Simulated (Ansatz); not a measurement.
Consider the ligand exchange at a Ti–C bond: `[CH3][Ti]([OH])([F])[F]` + H₂S → `[OH][Ti]([F])([F])[SH]` + CH₄.

Isolated molecules relaxed with PBE0-D4/def2-TZVP in Ansatz; ΔE leaves out vibrations. CCSD(T)/CBS adds triple-zeta CCSD(T) − MP2 to the extrapolated MP2 energy (def2 sets, frozen cores). This one scheme is used for every species. For Ti outer-core shells are correlated without core-valence functions, which leaves a few kJ/mol of doubt a bond. Scalar relativity is left out up to krypton. One conformer a species, not always the lowest.

```json
{"species": "`[CH3][Ti]([OH])([F])[F]`", "CCSD(T)/def2-TZVPP energy (Eh)": "-1164.10288"}
{"species": "H₂S", "CCSD(T)/def2-TZVPP energy (Eh)": "-398.93111"}
{"species": "`[OH][Ti]([F])([F])[SH]`", "CCSD(T)/def2-TZVPP energy (Eh)": "-1522.64053"}
{"species": "CH₄", "CCSD(T)/def2-TZVPP energy (Eh)": "-40.43861"}
```

(1) Work out ΔE.

Largest T1 diagnostic among the species: 0.024, so the coupled-cluster value is less sure than usual.

## Answers

(1) ΔE = (-1522.64053) + (-40.43861) − (-1164.10288) − (-398.93111) = -0.04515 Eh = -28.3 kcal/mol. CCSD(T)/CBS gives -27.2 kcal/mol.

In def2-TZVPP, CCSD(T) changes the Hartree–Fock value by −2.5 kcal/mol (the triples alone add −2.5 kcal/mol) and MP2 by −4.4 kcal/mol. From PBE to PBE0 (25 % exact exchange), in def2-TZVPP and without D4, ΔE moves by +1.6 kcal/mol.
